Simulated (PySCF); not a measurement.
**Calculated NMR data**

A single conformation, fast rotation and ring inversion assumed for equivalent nuclei, no solvent, non-relativistic Hamiltonian. GIAO PBE0/pcSseg-1 shieldings; geometry: GFN2-xTB; PySCF 2.14.

References, each an isolated molecule treated in the same way: 1H (31.72 ppm) and 13C (186.93 ppm) against TMS. Splittings of carbon signals by F and P are missing where no couplings were computed. Where no couplings were computed, multiplicities follow the n + 1 count of equivalent neighbours, and m marks all less simple cases (inequivalent or close neighbours, rings, F or P nearby). Shifts are as computed. Against solution values, carbons near 30 ppm lie about +3 ppm off and those near 130 ppm about +5 ppm. Of 1211 compounds with measured shifts, 218 miss one by over three times the rms of a fit or turn the order of signals round; such compounds aren't used in these exercises.

Compound 1 (C8H5F3). 1H NMR (500 MHz, computed): δ 7.91 (m, 2H), 7.77 (m, 2H), 7.63 (m, 1H). 13C{1H} NMR (computed): δ 170.1 (C), 139.2 (C), 134.6 (CH), 134.1 (CH), 132.8 (C), 128.9 (CH). Structure: `C(F)(F)=C(F)C1=CC=CC=C1`.

Compound 2 (C3H4F3NO). 1H NMR (500 MHz, computed): δ 7.99 (d, 1H), 7.55 (d, 1H), 6.13 (s, 2H). 13C{1H} NMR (computed): δ 154.7, 131.0, 87.3. Structure: `C=NCOC(F)(F)F`.

Compound 3 (C7H6FNSi). 1H NMR (500 MHz, computed): δ 6.72 (m, 1H), 6.46 (m, 1H), 6.32 (m, 1H), 5.41 (m, 1H), 4.76 (m, 2H). 13C{1H} NMR (computed): δ 199.4, 149.7, 135.2, 111.5, 106.8, 83.5, 76.8. Structure: SMILES C=C[SiH2]/C(F)=C/C#CC#N.
